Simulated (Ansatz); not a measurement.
Reaction (redistribution): `[CH3][Al]([SH])[Br]` + `BC[SiH](F)Cl` → `[SH][Al]([Cl])[Br]` + `BC[SiH](C)F`

Computed with Ansatz on PBE0-D4/def2-TZVP structures; ΔE is electronic, products minus reactants. CBS: MP2 limit from def2 TZ/QZ plus the TZ coupled-cluster correction, frozen cores. Functionals use def2-TZVPP. B3LYP here is the variant with VWN-RPA as its local correlation; programs differ in this. For Br outer-core shells are correlated without core-valence functions, which leaves a few kJ/mol of doubt a bond. Scalar relativity is left out up to krypton. Each species was taken in one conformer, which may not be the lowest.

`[CH3][Al]([SH])[Br]`:

Cartesian coordinates in Å:
```
C -0.721 0.574 -0.740
Al 0.073 -0.674 0.509
S 2.083 -0.509 1.326
Br -1.086 -2.469 1.237
H -1.012 0.057 -1.659
H -1.632 1.007 -0.315
H -0.045 1.390 -1.004
H 2.339 0.623 0.646
```

`BC[SiH](F)Cl`:

Z-matrix (Å, degrees):
```
C
Si 1 1.856
B 1 1.543 2 110.9
H 1 1.094 2 105.4 3 124.4
H 1 1.098 2 102.2 3 -120.5
Cl 2 2.042 1 110.9 3 -56.0
F 2 1.592 1 108.7 3 -174.0
H 2 1.475 1 113.6 3 66.2
H 3 1.195 1 120.9 2 97.7
H 3 1.197 1 120.2 2 -79.9
```

`[SH][Al]([Cl])[Br]`:

Z-matrix (Å, degrees):
```
Al
S 1 2.159
Br 1 2.238 2 121.4
Cl 1 2.077 2 118.6 3 -180.0
H 2 1.345 1 92.2 3 -0.0
```

`BC[SiH](C)F`:

```xyz
13

B     0.015    0.659    1.830
C     0.202   -0.698    1.140
Si   -0.501   -0.652   -0.601
C     0.308    0.630   -1.665
F    -0.230   -2.098   -1.245
H    -0.993    0.911    2.426
H     0.847    1.515    1.732
H     1.249   -0.980    0.987
H    -0.348   -1.519    1.614
H    -1.975   -0.476   -0.564
H     1.394    0.507   -1.675
H     0.087    1.631   -1.283
H    -0.054    0.571   -2.694
```

**Question.** Is it downhill or uphill in electronic energy at CCSD(T)/CBS, and by how much? (An estimate is asked.)

**Answer.** Computed: Downhill: ΔE = -52.0 kJ/mol.

**Question.** What do these levels give: r2SCAN-D4, B3LYP-D4, PBE, B3LYP, CCSD/def2-TZVPP, MP2/CBS(def2)? (Estimate.)

**Answer.** Ansatz gave: r2SCAN-D4 -51.7, B3LYP-D4 -51.0, PBE -47.5, B3LYP -50.3, CCSD/def2-TZVPP -52.6, MP2/CBS(def2) -51.7 kJ/mol.

Largest T1 diagnostic among the species: 0.011.

In def2-TZVPP, CCSD(T) changes the Hartree–Fock value by +3.7 kJ/mol (the triples alone add +0.8 kJ/mol) and MP2 by +4.0 kJ/mol.
